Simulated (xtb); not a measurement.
CH3NO3Si, SMILES O[SiH](O)N=C=O. All values are semi-empirical tight-binding results from xtb (GFN2-xTB unless named), good for trends rather than for accurate numbers. Geometry optimised at GFN2-xTB. The structure was generated by enumeration, and PubChem lists no compound with its InChIKey, so it may never have been made. The values are those of a single conformer.

- orbital gap = 6.23 eV
- dipole moment = 2.80 D
- zero-point energy = 31.0 kcal/mol
- G − E(el) at 298.15 K (modified RRHO) = 10.6 kcal/mol
- static polarisability (D4 model) = 61.9 bohr³
- solvation energy, GFN2-xTB/ALPB(water) = -8.8 kcal/mol
- solvation energy, GFN2-xTB/ALPB(dmf) = -12.8 kcal/mol
